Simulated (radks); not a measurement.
The numbers below are computed, except where a source is named.
The nuclear charge of neutral helium is varied continuously with 2 electrons held in [He]. Level of theory: scalar-relativistic Kohn-Sham, r2SCAN, spin-polarised, spherical densities, finite nucleus; meta-GGA in the generalised Kohn-Sham scheme; Gaussian nuclear charge, rms radius 1.6755 fm (a radial shooting solver on a logarithmic mesh with Libxc functionals). By the Hellmann-Feynman theorem dE/dZ = E(electron-nucleus)/Z, the electronic potential at the nucleus (averaged over a nucleus of fixed radius). The scalar-relativistic energy here is not variational (the density holds large components alone), so the two differ by a part that grows with Z.

Z,E (hartree),E(electron-nucleus)/Z (hartree),HOMO,e(HOMO) (eV),<r> HOMO (bohr)
1.8,-2.26955,-2.97790,1s,-10.731,1.071
2,-2.90510,-3.37760,1s,-16.537,0.9358
2.2,-3.62060,-3.77740,1s,-23.435,0.8313
2.4,-4.41607,-4.17728,1s,-31.423,0.7479
2.6,-5.29152,-4.57723,1s,-40.501,0.6797
2.8,-6.24698,-4.97725,1s,-50.668,0.6230
3,-7.28244,-5.37733,1s,-61.925,0.5751

The central difference of E at Z = 2 is -3.378 hartree, to compare with the third column; the second derivative is -2 hartree.
